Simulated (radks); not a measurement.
Values are calculated unless marked as measured or tabulated.
Question: Neutral praseodymium is in [Xe] 4f3 6s2. Level of theory: scalar-relativistic Kohn-Sham, r2SCAN, spin-polarised, spherical densities, finite nucleus; meta-GGA in the generalised Kohn-Sham scheme; Fermi nuclear charge, rms radius of each element as measured or else 0.836 A^(1/3) + 0.57 fm (a radial shooting solver on a logarithmic mesh with Libxc functionals). Open shells are filled with parallel spins first. One electron is removed from 4f, 5s, 5p, 6s in turn, with full relaxation. Which removal costs least, and what does each cost?

Answer: 6s 5.111 eV; 4f 8.106 eV; 5p 25.829 eV; 5s 43.939 eV. The 6s electron leaves first.
